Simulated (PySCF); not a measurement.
InH₂Cl, SMILES [InH2][Cl].

Geometry: PBE-D3(BJ)/def2-TZVP. The def2 effective core potentials stand for the cores of In; spin–orbit coupling is left out.

Computed with ωB97X/def2-TZVPD in PySCF.

The molecule is in vacuum.

Computed frontier levels, gap, dipole moment and polarisability:
```yaml
highest_occupied_level: -10.62 eV
lowest_empty_level: -0.29 eV
orbital_gap: 10.33 eV
dipole_moment: 3.10 D
quadrupole, principal values (traceless, Buckingham form, about the centre of nuclear charge): -4.94, -1.86, 6.79 D·Å
mean_static_polarisability: 52.6 bohr³ (7.79 Å³)
polarisability_principal_values: 40.8, 53.9, 63.1 bohr³
```
